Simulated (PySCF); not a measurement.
Spectroscopy problems

No relativistic terms, one computed conformer, rapidly exchanging positions averaged, in vacuum. PBE0/pcSseg-1 with gauge-including orbitals; geometry: GFN2-xTB; PySCF 2.14.0 with density-fitted response routines.

Scale: ¹H (31.72 ppm), ¹³C (186.93 ppm) against TMS (reference shieldings calculated alike). Splittings of carbon signals by F and P are missing where no couplings were computed. Where no couplings were computed, multiplicities follow the n + 1 count of equivalent neighbours, and m marks all less simple cases (inequivalent or close neighbours, rings, F or P nearby). Shifts are as computed. Against solution values, carbons near 30 ppm lie about +3 ppm off and those near 130 ppm about +5 ppm. Of 1211 compounds with measured shifts, 218 miss one by over three times the rms of a fit or turn the order of signals round; such compounds aren't used in these exercises. OH and NH positions are gas-phase values without hydrogen bonding to other molecules.

Problem. C7H7OP. ¹H NMR (500 MHz, computed): δ 10.84 (s, 1H), 9.30 (m, 1H), 9.10 (m, 1H), 8.99 (m, 1H), 3.03 (s, 3H). ¹³C{¹H} NMR (computed): δ 195.0, 167.1, 163.4, 149.4, 138.2, 135.3, 25.6. What is it?

Solution. `C1=PC=CC(C=O)=C1C`. 7 carbon signals for 7 carbons: no two carbons are equivalent. Carbon types of the structure: 2 × C, 4 × CH, 1 × CH3, which accounts for all hydrogens. δC 195.0: aldehyde carbonyl carbon; low-lying n→π* states of the double bond to the heteroatom give a large paramagnetic term (-253 ppm). δC 167.1, 163.4, 138.2: aromatic CH. δH 10.84: hydrogen on an aldehyde carbonyl carbon; deshielded by the polar, anisotropic C=O bond. δH 9.30, 9.10, 8.99: hydrogen on an aromatic CH.

The shifts were computed for this structure.

Problem. C8H14O. ¹H NMR (400 MHz, computed): δ 3.32 (m, 1H), 1.87 (m, 1H), 1.83 (m, 1H), 1.64 (m, 1H), 1.60 (m, 1H), 1.51 (m, 1H), 1.49 (m, 1H), 1.38 (m, 1H), 1.32 (m, 1H), 1.23 (m, 1H), 0.88 (br s, 1H), 0.65 (m, 1H), 0.47 (m, 1H), 0.42 (m, 1H). ¹³C{¹H} NMR (computed): δ 60.3 (CH), 38.1 (CH2), 32.5 (CH2), 31.3 (CH2), 29.4 (CH2), 28.6 (CH2), 27.8 (C), 22.2 (CH2). What is it?

Solution. `O[C@H]1CC12CCCCC2`. Rings plus π bonds: 2 (2 rings in the answer). 8 carbon signals for 8 carbons: no two carbons are equivalent. Carbon types of the structure: 1 × C, 1 × CH, 6 × CH2, leaving 1 H on heteroatoms. δC 60.3, 27.8, 22.2: three-membered-ring carbon. δC 38.1, 32.5, 31.3, 29.4, 28.6: sp3 CH2 in a ring; saturated and bonded to C and H only. δH 3.32, 0.47, 0.42: hydrogen on a three-membered-ring carbon. δH 1.87, 1.83, 1.64, 1.60, 1.51, 1.49, 1.38, 1.32, 1.23, 0.65: hydrogen on an sp3 CH2 in a ring; far from electronegative atoms and π systems.

The shifts were computed for this structure.
